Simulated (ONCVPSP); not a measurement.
# vanadium: excitation energies, all-electron against ONCV

- Element: V
- Generator: ONCVPSP 4.0.1
- Type: optimised norm-conserving Vanderbilt (ONCV)
- Functional: PBE
- Relativity: scalar-relativistic
- Frozen core: [Ne]
- Valence charge: 13
- Reference configuration: 3s2 3p6 3d3 4s1.5 4p0.5
- Partial waves: 3s+4s: rc 1.60 bohr, ncon 3, nbas 7, qcut 8 1/bohr, 2 projectors; 3p+4p: rc 2.00 bohr, ncon 4, nbas 7, qcut 7.2 1/bohr, 2 projectors; 3d: rc 2.05 bohr, ncon 4, nbas 9, qcut 8.3 1/bohr, 2 projectors, debl 3 Ha
- Local potential: polynomial inside 1.50 bohr (lpopt 4, dvloc0 0 Ha)
- Core correction: polynomial model core, fcfact 0.6

Energies are relative to the spin-unpolarised reference configuration 3s2 3p6 3d3 4s1.5 4p0.5; without spin polarisation the order of configurations can differ from experiment.

| valence configuration | charge | ΔE all-electron (eV) | error AE − PS (meV) |
| --- | --- | --- | --- |
| 3s2 3p6 3d3 4s2 4p0 | 0 | -1.651 | +0.1 |
| 3s2 3p6 3d2 4s2 4p1 | 0 | 4.127 | +107 |

(1) What are ΔE and the potential's error for 3s2 3p6 3d3 4s0 4p0?

(2) What are ΔE and the potential's error for 3s2 3p6 3d3 4s1 4p0?

Results:

(1) ΔE = 20.380 eV all-electron; the error (AE − PS) is -1.4 meV.

(2) ΔE = 6.084 eV all-electron; the error (AE − PS) is 0.0 meV.
